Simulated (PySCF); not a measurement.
acetylene (C$_{2}$H$_{2}$), singlet, at a GFN2-xTB geometry. Base run: M062X/6-31G** (PySCF).

Geometry (Å):
```xyz
4

C      0.0000     0.0000    -0.5969
C      0.0000     0.0000     0.5969
H      0.0000     0.0000     1.6466
H      0.0000     0.0000    -1.6466
```
Charge 0, spin multiplicity 1.
All else is at PySCF's defaults.

Each row names what was changed in the base input (with any setting that the change needs).

```csv
change,E (Eh),HOMO (eV),HOMO-LUMO gap (eV),core-seconds (rough)
base,-77.28932,-9.38,12.13,1
functional = bhandhlyp,-77.27612,-9.16,12.12,1.0
functional = wb97m_v,-77.28841,-10.37,14.42,30
"functional = lda,vwn",-76.58047,-6.86,7.21,0.7
functional = tpssh,-77.33004,-7.30,8.50,1
functional = m06l,-77.31267,-7.06,7.77,1
functional = mn15,-77.22212,-8.75,11.22,1
functional = scan,-77.27998,-7.04,7.87,1
functional = b3lyp,-77.32716,-7.74,9.20,1
functional = mn12l,-77.24917,-7.10,8.19,1
functional = pbe0,-77.22336,-8.07,9.74,0.8
functional = x3lyp,-77.28667,-7.78,9.37,1
functional = bp86,-77.31908,-6.82,7.26,0.9
```

Total energies compare only within one method and basis.
